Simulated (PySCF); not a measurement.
## Pd²⁺: excitation energy

Pd²⁺ [Kr] 4d8 (3F) → Pd²⁺ [Kr] 4d7 5s1 (5F), as a difference of total energies. All numbers are calculated (PySCF 2.14, a scalar-relativistic core potential, in def2-TZVPPD with the def2 core potential (28 electrons) (6s4p3d2f1g, 56 functions)). Correlated levels: valence: 4s2 4p6 frozen. The calculations carry no spin-orbit coupling.

```tsv
method	excitation energy (eV)
UHF	6.211
MP2 (valence)	6.952
SCS-MP2 (valence)	7.253
CCSD (valence)	6.856
CCSD(T) (valence)	6.881
```

Task: How much does correlation contribute at CCSD(T) (valence)?

Result: 6.881 − (6.211) = 0.670 eV, measured against UHF.
